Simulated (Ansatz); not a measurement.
ClH7Si3, SMILES [SiH3][SiH2][SiH2]Cl.

Coordinates come from a B3LYP-D3(BJ)/def2-SVP optimisation. Other conformers were not sampled.

Two levels are set side by side: PBE/def2-SVPD (Ansatz, a quantum-chemistry and plane-wave program) and PBE0/def2-SVPD (Ansatz). Energy differences of separate SCF runs at the same geometry; the states with an electron removed or added have multiplicity 2 and 2. Differences are taken from unrounded values.

| quantity | PBE0 | PBE | PBE minus PBE0 |
|---|---|---|---|
| vertical ionisation energy (eV) | 9.82 | 9.52 | -0.31 |
| vertical singlet–triplet gap (eV) | 5.36 | 5.01 | -0.35 |
